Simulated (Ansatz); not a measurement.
C2H6BNS (`BC(=N)CS`), relaxed with RKS PBE-D4/def2-SVP in Ansatz 0.2.0 from a rough embedded geometry. The force threshold is 0.03 eV/Å; the program also tests the step.

Charge 0, multiplicity 1.

Start:

```xyz
11

B     0.041    1.546    0.566
C    -0.303    0.399   -0.346
N    -0.508    0.675   -1.571
C    -0.366   -1.085    0.157
S     1.283   -1.840   -0.179
H     0.103    2.683    0.232
H     0.299    1.341    1.751
H    -0.781   -0.126   -2.248
H    -1.173   -1.574   -0.337
H    -0.549   -1.038    1.251
H     1.954   -0.980    0.724
```

```
         step  energy (eV)  largest force (eV/Å)  largest move (Å)
            1  -15154.4467                 2.910             0.000
            2  -15154.7540                 1.266             0.109
            3  -15154.7613                 1.098             0.173
            4  -15154.8304                 0.424             0.087
            5  -15154.8526                 0.203             0.124
            6  -15154.8659                 0.206             0.119
            7  -15154.8789                 0.122             0.125
            8  -15154.8816                 0.436             0.195
            9  -15154.8964                 0.305             0.174
10 (rejected)  -15154.8797                 0.689             0.200
           11  -15154.9210                 0.145             0.098
           13  -15154.9300                 0.070             0.048
           15  -15154.9461                 0.106             0.073
           17  -15154.9784                 0.487             0.168
           19  -15155.0184                 1.210             0.143
           21  -15155.1777                 0.760             0.190
           23  -15155.2388                 0.265             0.072
           25  -15155.2476                 0.120             0.081
           27  -15155.2544                 0.168             0.069
           29  -15155.2600                 0.496             0.024
           31  -15155.2702                 0.175             0.078
           33  -15155.2784                 0.215             0.053
           35  -15155.2854                 0.239             0.131
           37  -15155.2932                 0.081             0.037
           38  -15155.2941                 0.026             0.014
```

End:

```xyz
11

B     0.657    1.217    0.295
C    -0.560    0.387   -0.352
N    -1.724    0.773   -0.719
C     0.010   -1.036   -0.370
S     1.386   -0.741    0.856
H     1.523    1.584   -0.490
H     0.512    1.893    1.299
H    -2.288   -0.021   -1.085
H     0.517   -1.281   -1.328
H    -0.649   -1.882   -0.082
H     0.617   -0.893    1.974
```

Run time 50 s (4 threads of an Arm Neoverse V1 on a shared host); peak host memory 0.15 GiB.
